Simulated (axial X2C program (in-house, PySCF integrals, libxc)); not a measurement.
## Potential curves of ZnB, 2c

Computed with an axial X2C code built on PySCF integrals. Two-component (2c) means X2C with spin–orbit coupling and atomic mean-field two-electron Coulomb and Gaunt terms. Basis: Zn dyall-cv3z [9s10p6d3f2g], B dyall-v3z [7s6p2d1f] (cores contracted in-house); Gaussian nuclei, density fitting, unrestricted open shells. Masses: Zn 63.929 u, B 11.009 u.

State: Ω = 1/2 (⟨Sz⟩ = -0.50, ⟨Lz⟩ = 1.00 at LDA). Energies in eV from the fragments at the same level (Zn + B). Fits are polynomials in 1 − R0/R over 0.85 to 1.23 times the lowest point R0.

| R (Å) | LDA | PBE0 |
| --- | --- | --- |
| 1.9323 | -0.9514 | -0.2522 |
| 2.0211 | -1.0274 | -0.3902 |
| 2.0877 | -1.0415 | -0.4464 |
| 2.1544 | -1.0296 | -0.4732 |
| 2.2210 | -0.9991 | -0.4785 |
| 2.2987 | -0.9476 | -0.4656 |
| 2.3765 | -0.8854 | -0.4390 |
| 2.4764 | -0.7978 | -0.3933 |
| 2.5986 | -0.6883 | -0.3300 |
| 2.7763 | -0.5390 | -0.2391 |

The state is one determinant whose occupation by symmetry is held fixed; it was picked as the lowest of a PBE0 search that is not exhaustive. De is counted from the lowest determinant-based energies of the atoms at the same level, without counterpoise correction. Density functionals use the spin component along the axis (collinear). In 2c an atomic determinant is not the ground J level, so De misses part of the atomic spin–orbit lowering. This holds for LDA, PBE0. The functionals have no current-density term, which raises determinants with orbital currents, atoms included. The atomic limit has a lower orbital projection than the molecule and lies lower at mean-field level, so De may be about a tenth of an eV too small.

Q: Fit the LDA curve near its minimum: give the equilibrium distance, the harmonic wavenumber and the well depth.

A: At LDA, 2c: Re = 2.087 Å, ωe ≈ 412 cm⁻¹, De = 1.04 eV to Zn + B; Be follows as 0.412 cm⁻¹.

Q: Fit the PBE0 curve near its minimum: give the equilibrium distance, the harmonic wavenumber and the well depth.

A: At PBE0, 2c: Re = 2.207 Å, ωe ≈ 327 cm⁻¹, De = 0.48 eV to Zn + B; Be follows as 0.368 cm⁻¹.
